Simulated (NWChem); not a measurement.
System: MoNH$_{2}$S$_{2}$F; SMILES [NH]=[Mo]([F])([SH])=[S]

Here is an NWChem input.

```
start job
memory heap 200 mb stack 900 mb global 1100 mb
geometry units angstroms noautoz
  Mo    -0.272635     0.066965    -0.007709
  N     -1.119769     0.016799    -1.488287
  H     -1.320224     0.318310    -2.441886
  S      1.208135     1.559378    -0.094648
  F     -1.466737     0.347065     1.376395
  S      0.883077    -1.942978     0.131845
  H     -0.011858    -2.664828    -0.581844
end
basis spherical
  * library def2-svp
end
ecp
  Mo library def2-ecp
end
dft
  xc revpbe cpbe96
  iterations 150
  mulliken
end
task dft energy
```

The geometry was optimised at PBE0/def2-SVP. No frequency run checked for a minimum. def2 effective core potentials on Mo; no spin-orbit coupling.

Question: What results follow from this input? (revPBE/def2-SVP with def2 effective core potentials on Mo.) Quantities: energy (Ha); highest occupied level (eV); orbital gap (eV); dipole (D).

Answer: energy (Ha): -1020.04
highest occupied level (eV): -6.61
orbital gap (eV): 3.05
dipole (D): 2.68
